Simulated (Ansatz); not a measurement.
Basis sets compared for Si₄H₈ (the lowest singlet isomer of a short search). The state is a singlet with charge 0. Geometry r2SCAN-D4/def2-SVP. Ansatz on 4 threads of Arm Neoverse V1 on a shared host; times are rough, and most runs start from earlier orbitals.

```tsv
atom	x (Å)	y (Å)	z (Å)
Si1	1.438	-0.240	0.773
Si2	-1.468	0.646	-0.388
Si3	0.739	0.826	-1.220
Si4	-0.710	-1.231	0.837
H5	-1.338	-1.574	2.150
H6	1.295	2.165	-1.587
H7	-1.737	1.779	0.554
H8	1.547	0.780	1.866
H9	-2.616	0.505	-1.336
H10	-0.723	-2.439	-0.051
H11	0.913	-0.117	-2.372
H12	2.661	-1.101	0.774
```

The structure comes from a short search, and lower isomers may exist.

Binding counts from free atoms (Si triplet, H doublet) in the same basis, without a counterpoise term.

```
                         level  functions  energy (Eh)  HOMO (eV)  LUMO (eV)  binding per atom (eV)  wall time
               PBE-D4/def2-SVP        112   -1161.7977      -6.50      -1.74                   2.98      1.1 s
PBE-D4/def2-TZVP (with forces)        196   -1162.2047      -6.46      -1.87                   2.99      2.5 s
           r2SCAN-D4/def2-TZVP        196   -1162.6957      -6.67      -1.71                   3.02      4.8 s
              PBE0-D4/def2-SVP        112   -1161.9214      -7.50      -1.00                   2.97      1.5 s
             PBE0-D4/def2-TZVP        196   -1162.3241      -7.41      -1.06                   2.99      2.9 s
```

Task: Estimate the rows for PBE-D4/def2-TZVPD, r2SCAN-D4/def2-TZVPD, PBE0-D4/def2-TZVPD.

Result: 
| level | functions | energy (Eh) | HOMO (eV) | LUMO (eV) | binding per atom (eV) | wall time |
| --- | --- | --- | --- | --- | --- | --- |
| PBE-D4/def2-TZVPD | 244 | -1162.2055 | -6.47 | -1.92 | 2.99 | 3.4 s |
| r2SCAN-D4/def2-TZVPD | 244 | -1162.6964 | -6.67 | -1.73 | 3.02 | 6.5 s |
| PBE0-D4/def2-TZVPD | 244 | -1162.3248 | -7.41 | -1.12 | 2.99 | 4.1 s |
